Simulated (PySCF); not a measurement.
Identify the unknown among the candidates.

All candidates are C4H3F3O2.

- Triplet: lowest triplet excitation (Tamm–Dancoff): 3.16 eV [TDA PBE0/def2-SVPD]
- UV, strongest line: among the 6 lowest singlet transitions: S2 at 5.39 eV (230 nm, f = 0.141) [TDDFT PBE0/def2-SVPD]
- Rotational structure: rotational constants A, B, C: 3.791, 0.958, 0.881 GHz [GFN2-xTB]
- NMR, other nuclei: isotropic shieldings of nuclei other than C and H, by class: -340 (1 O), 165 (1 O), 245 (3 F) ppm [GIAO PBE0/pcSseg-1]
- 1H NMR: chemical shifts (computed TMS as zero) by class: 9.47 (1 H), 6.38 (1 H), 5.67 (1 H) ppm [GIAO PBE0/pcSseg-1]
- 13C NMR: chemical shifts (computed TMS as zero) by class: 189.8 (1 C), 156.6 (1 C), 130.3 (1 C), 111.6 (1 C) ppm [GIAO PBE0/pcSseg-1]

The electronic properties come from PySCF, for the isolated species, density fitting. Levels stand in brackets. Isolated species at its GFN2-xTB geometry (one conformer only). NMR values are class means; diastereotopic atoms form classes of their own.

Task: Which candidate is it?
A. `O=C1CO[C@@H]1C(F)(F)F`
B. `C=C(C(=O)O)C(F)(F)F`
C. `C=C(C=O)OC(F)(F)F`

Result: C. It is `C=C(C=O)OC(F)(F)F`. Numbering: `[CH2:1]=[C:2]([CH:3]=[O:4])[O:5][C:6]([F:7])([F:8])[F:9]`. Its formula, C4H3F3O2, gives 2 degrees of unsaturation: 0 rings and 2 π bonds in the structure found. 4 carbons fall into 4 classes; from least to most shielded: aldehyde carbon [C3] (189.8 ppm), vinylic carbon bearing oxygen [C2] (156.6 ppm), CF3 carbon [C6] (130.3 ppm), terminal =CH2 carbon [C1] (111.6 ppm). Hydrogen classes from least to most shielded: 1 H on an aldehyde carbon, C3 (9.47 ppm), 1 H on a terminal =CH2 carbon, C1 (6.38 ppm), 1 H on a terminal =CH2 carbon, C1 (5.67 ppm). The other shieldings belong to: -340 ppm, aldehyde oxygen [O4]; 165 ppm, ether oxygen [O5]; 245 ppm, fluorine of a CF3 group [F7/F8/F9]. The optimised geometry has point group Cs and is an asymmetric top.

The others, at the same levels:
- `C=C(C(=O)O)C(F)(F)F` fails: its computed 13C shifts are 164.9 (1 C), 141.6 (1 C), 139.1 (1 C), 130.5 (1 C) ppm, 1H shifts are 7.16 (1 H), 7.00 (1 H), 6.27 (1 H) ppm and rotational constant A is 2.726 GHz (against 3.791 GHz).
- `O=C1CO[C@@H]1C(F)(F)F` fails: its computed 13C shifts are 200.9 (1 C), 130.9 (1 C), 102.9 (1 C), 96.2 (1 C) ppm, 1H shifts are 5.80 (1 H), 5.65 (1 H), 5.51 (1 H) ppm and rotational constant A is 2.698 GHz (against 3.791 GHz).

Each candidate is one conformer, not necessarily the lowest. Dipoles, sizes and rotational constants follow the conformer. The torsions of the flexible species, by atom-mapped SMILES:
- `[CH2:1]=[C:2]([CH:3]=[O:4])[O:5][C:6]([F:7])([F:8])[F:9]`: C1–C2–C3–O4 0°, C1–C2–O5–C6 0°, C2–O5–C6–F7 180°
- `[CH2:1]=[C:2]([C:3](=[O:4])[OH:5])[C:6]([F:7])([F:8])[F:9]`: C1–C2–C3–O4 -179°, C1–C2–C6–F7 -1°, H–O5–C3–C2 180°
- `[O:1]=[C:2]1[CH2:3][O:4][C@@H:5]1[C:6]([F:7])([F:8])[F:9]`: O4–C5–C6–F7 -53°
